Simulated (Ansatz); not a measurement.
Reaction (redistribution): `N[Si](Cl)(Cl)Cl` + `C[O][In]([F])[F]` → `N[Si](F)(Cl)Cl` + `C[O][In]([F])[Cl]`

Gas-phase electronic energies from Ansatz, PBE0-D4/def2-TZVP geometries. CBS: MP2 limit from def2 TZ/QZ plus the TZ coupled-cluster correction, frozen cores. Functionals use def2-TZVPP. B3LYP here is the variant with VWN-RPA as its local correlation; programs differ in this. Elements past krypton have def2 core potentials. For In outer-core shells are correlated without core-valence functions, which leaves a few kJ/mol of doubt a bond. Each species was taken in one conformer, which may not be the lowest.

`N[Si](Cl)(Cl)Cl`:

Cartesian coordinates in Å:
```
N 0.710 -0.869 -0.031
Si -0.332 0.452 -0.056
Cl -1.441 0.725 1.638
Cl 0.778 2.134 -0.311
Cl -1.645 0.198 -1.585
H 0.359 -1.805 -0.146
H 1.572 -0.836 0.490
```

`C[O][In]([F])[F]`:

```xyz
8

C     0.493   -0.845   -0.951
O    -0.659   -0.098   -0.611
In   -0.730    0.991    1.010
F     0.772    1.099    2.227
F    -2.269    2.026    1.520
H     0.277   -1.358   -1.892
H     0.741   -1.603   -0.200
H     1.375   -0.213   -1.104
```

`N[Si](F)(Cl)Cl`:

Cartesian coordinates in Å:
```
N 1.049 0.268 0.127
Si -0.568 -0.115 -0.092
F -1.350 0.842 -1.084
Cl -0.714 -1.971 -0.895
Cl -1.535 0.027 1.684
H 1.764 -0.022 -0.517
H 1.353 0.971 0.778
```

`C[O][In]([F])[Cl]`:

Z-matrix (Å, degrees):
```
C
O 1 1.414
H 1 1.095 2 113.5
H 1 1.094 2 107.7 3 119.6
H 1 1.096 2 111.2 3 -122.1
In 2 1.955 1 121.3 3 34.3
Cl 6 2.284 2 126.0 1 175.6
F 6 1.940 2 115.3 1 -6.0
```

Is it downhill or uphill in electronic energy at CCSD(T)/CBS, and by how much? (Estimate.)

Computed: Downhill: ΔE = -117.2 kJ/mol.

What do these levels give: B3LYP-D4, PBE, CCSD/def2-TZVPP, CCSD(T)/def2-TZVPP, HF/def2-QZVPP, SCS-MP2/def2-QZVPP? (Best estimate.)

Ansatz gave: B3LYP-D4 -115.1, PBE -105.7, CCSD/def2-TZVPP -125.2, CCSD(T)/def2-TZVPP -121.2, HF/def2-QZVPP -139.7, SCS-MP2/def2-QZVPP -116.5 kJ/mol.

Largest T1 diagnostic among the species: 0.017.

From BLYP to BHLYP (50 % exact exchange), in def2-TZVPP and without D4, ΔE moves by −19.1 kJ/mol. In def2-TZVPP, CCSD(T) changes the Hartree–Fock value by +18.7 kJ/mol (the triples alone add +3.9 kJ/mol) and MP2 by +22.5 kJ/mol. At CCSD(T), def2-SVP lies +7.1 kJ/mol from the extrapolated value and def2-TZVPP −4.0 kJ/mol.
